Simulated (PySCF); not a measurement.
Species: C6H12Ge.
Z-matrix (Å and degrees, PBE0-D3(BJ)/def2-SVP geometry), rows numbered from 1:
```
C 
C   1  1.3367
Ge  2  1.9372  1  123.65
C   3  1.9793  2  114.41  1  -141.25
C   4  1.5450  3   87.78  2   -90.89
C   5  1.5492  4  102.45  3   -23.65
C   6  1.5131  3  123.41  2   -29.55
H   1  1.0966  2  122.13  3  -179.32
H   1  1.0964  2  121.90  3     0.75
H   2  1.0977  1  118.55  3   179.17
H   3  1.5457  2  108.73  1    -2.58
H   4  1.1011  3  110.27  2   156.45
H   4  1.0990  3  120.48  2    28.70
H   5  1.1047  4  115.00  3  -148.47
H   5  1.1044  4  109.56  3    91.79
H   6  1.1043  3  106.74  2  -158.88
H   7  1.1042  6  111.54  3   168.46
H   7  1.1023  6  111.51  3    48.62
H   7  1.1010  6  111.66  3   -71.44
```

Computed with TDDFT wB97X-D/def2-SVPD, vertical, gas phase, core orbitals frozen in the response in PySCF. Relativistic effects, spin–orbit coupling among them, are left out although an element past zinc is present.

Kohn–Sham orbitals with the atoms that hold most of them (Löwdin shares over 4%, at most four atoms; ? is withheld):

| orbital | ε (eV) | atoms |
| --- | --- | --- |
| LUMO+2 | 2.58 | Ge3 19%, C2 12%, H11 9%, C1 9% |
| LUMO+1 | 2.26 | Ge3 35%, C1 9%, H11 8%, C7 6% |
| LUMO | ? | ? |
| HOMO | -8.85 | ? |
| HOMO-1 | -9.37 | C4 23%, Ge3 17%, C5 14%, C2 10% |
| HOMO-2 | -10.26 | C2 30%, C1 25%, Ge3 11%, C4 7% |
| HOMO-3 | -10.41 | C2 23%, Ge3 20%, H11 14%, C1 9% |

(1) Which atoms hold the LUMO, and with what shares?

(2) Which atoms hold the HOMO, and with what shares?

(3) What is the LUMO energy, and the HOMO–LUMO gap?

Results:

(1) C1 (bonded to C and 2 H) 33%; C2 (bonded to C, Ge and H) 27%; Ge3 (bonded to 3 C and H) 11%; H8 (bonded to C) 4%. By element: carbon 60% or more, germanium 11%, hydrogen 4% or more.

(2) C6 (bonded to 2 C, Ge and H) 27%; Ge3 (bonded to 3 C and H) 17%; C1 (bonded to C and 2 H) 10%; C4 (bonded to C, Ge and 2 H) 10%. By element: carbon 48% or more, germanium 17%.

(3) ε(LUMO) = 1.35 eV; the gap is 10.20 eV (0.3750 hartree).

Problem. The HOMO–LUMO gap is 10.20 eV. Where does the response calculation put the lowest singlet, and from which orbitals?

Solution. S1 is at 6.18 eV (f = 0.058), 4.02 eV below the gap, made of HOMO→LUMO (44%), HOMO-1→LUMO (37%), HOMO-3→LUMO (12%). Without the coupling terms of the response equations the lowest excitation would equal the gap.

Problem. One configuration dominates each of S4 and S7. Which, and how do the shares of the two leading atoms of either orbital change from the occupied to the empty one?

Solution. 
- S4 (7.24 eV, f 0.016), HOMO→LUMO+1 (71%): C6 27% → at most 7%, Ge3 17% → 35%, C1 10% → 9%
- S7 (7.64 eV, f 0.154), HOMO-2→LUMO (78%): C2 30% → 27%, C1 25% → 33%

On an Arm Neoverse N1 with one thread (shared host), this took 7.2 min and 1.4 GiB of memory at its peak.

One conformer stands for the species.
